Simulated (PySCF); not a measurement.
Cartesian coordinates (Å):
```xyz
10

Ta     0.0983    -0.1398     0.0043
Cl    -1.4101    -0.6824     1.7277
Cl     0.6837     1.8378     1.1600
Cl    -1.1556    -1.4735    -1.4918
N      1.6913    -1.2182     0.2461
H      2.5259    -1.2138    -0.3370
H      1.7796    -1.8839     1.0151
N      0.4476     0.9590    -1.6103
H      0.0955     0.7247    -2.5376
H      0.7640     1.9273    -1.5745
```
Charge 0, multiplicity 1.

Q: Estimate the total energy, LUMO and HOMO that PBE-D3(BJ)/def2-TZVP // r2SCAN-D4/def2-SVP (PySCF 2.14.0) returns for this input.

A: 
The total energy is -1549.2511 Ha, the LUMO is -3.58 eV and the HOMO is -6.94 eV.
